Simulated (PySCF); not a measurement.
Gas-phase XPS of `CB(C)[N]([SiH3])[GeH3]`, computed

Species: C2H12BGeNSi.
Atom-mapped SMILES: `[CH3:1][B:2]([CH3:3])[N:4]([SiH3:5])[GeH3:6]`

Method used: delta-SCF UKS SCAN, pcX-2 on the ionised atom, pcseg-1 elsewhere, spin-free X2C in PySCF. Vertical ΔSCF values, vacuum level as zero.

Problem. List the computed XPS lines with their assignment.

Solution. 
| atom(s) | bonded to | level | binding energy (eV) | 2p1/2 (eV) | count |
| --- | --- | --- | --- | --- | --- |
| Si5 | N and 3 H | Si 1s | 1846.73 | – | 1 |
| N4 | B, Ge and Si | N 1s | 403.72 | – | 1 |
| C1/C3 | 3 H and B | C 1s | 289.82 | – | 2 |
| B2 | N and 2 C | B 1s | 195.25 | – | 1 |
| Si5 | N and 3 H | Si 2p3/2 | 106.87 | 107.49 | 1 |

Problem. Which effective nuclear charge Zeff reproduces each element's mean 1s value in the hydrogen-like formula E = 13.606 eV × Zeff²?

Solution. B (Z = 5): mean 195.2 eV, Zeff = 3.79, Z − Zeff = 1.21; C (Z = 6): mean 289.8 eV, Zeff = 4.62, Z − Zeff = 1.38; N (Z = 7): mean 403.7 eV, Zeff = 5.45, Z − Zeff = 1.55; Si (Z = 14): mean 1846.7 eV, Zeff = 11.65, Z − Zeff = 2.35. Means run over the listed sites, weighted by atom count.

Problem. Which photon wavelength matches the Si 1s of Si5 threshold?

Solution. λ = hc/E = 12398.42 eV Å / 1846.73 eV = 6.714 Å.

One atom of each set of topologically equivalent atoms was ionised and stands for the set; in this conformer not all members are related by symmetry, and their own values weren't computed. Spin–orbit coupling isn't in the SCF: each 2p doublet comes from a relaxed spin-free hole plus a matrix of the shell (mean-field spin–orbit coupling and the ground-state 2p splitting), with 2p3/2 averaged over its two sublevels. 2p1/2 minus 2p3/2 (ligand field included): Si 0.62 eV. No level of germanium is listed. Geometry: PBE0-D3(BJ)/def2-SVP; no solvent, vibrations or thermal averaging.

Conformer computed: `[CH3:1][B:2]([CH3:3])[N:4]([SiH3:5])[GeH3:6]`: C1–B2–N4–Si5 178°.
